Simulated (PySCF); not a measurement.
C4H9FSi, SMILES C1[SiH2]CC1(F)C.

Geometry optimised at PBE0-D3(BJ)/def2-SVP. This is a generated structure with no PubChem entry under its InChIKey; it may be hypothetical.

Two levels are set side by side: TDA-PBE/def2-SVPD (PySCF) and TDA-LC-ωPBE/def2-SVPD (PySCF). Vertical, same geometry. The lowest singlet is HOMO→LUMO 97 % with PBE and HOMO→LUMO+1 75 % with the other functional; states are paired by order. Differences are taken from unrounded values.

```
quantity                               TDA-PBE
-------------------------------------  -------
lowest singlet excitation (eV)            6.70
lowest triplet excitation (TDA) (eV)      6.23
first bright state (f over 0.05) (eV)     7.07
its oscillator strength                   0.07
```

Question: These are the TDA-PBE values. What does TDA-LC-ωPBE give? (An estimate is asked for; the answer gives what the named calculation found.)

Answer: 
| quantity | TDA-LC-ωPBE | TDA-PBE minus TDA-LC-ωPBE |
|---|---|---|
| lowest singlet excitation (eV) | 8.19 | -1.49 |
| lowest triplet excitation (TDA) (eV) | 7.20 | -0.97 |
| first bright state (f over 0.05) (eV) | 8.45 | -1.37 |
| its oscillator strength | 0.14 | -0.07 |

Functionals without exact exchange tend to place singlet excitations lower, as here. Differences between two approximate levels are no errors against the true value.

Rough cost on one machine, each run with all the roots and properties that it gave: TDA-LC-ωPBE against TDA-PBE about 3 times.
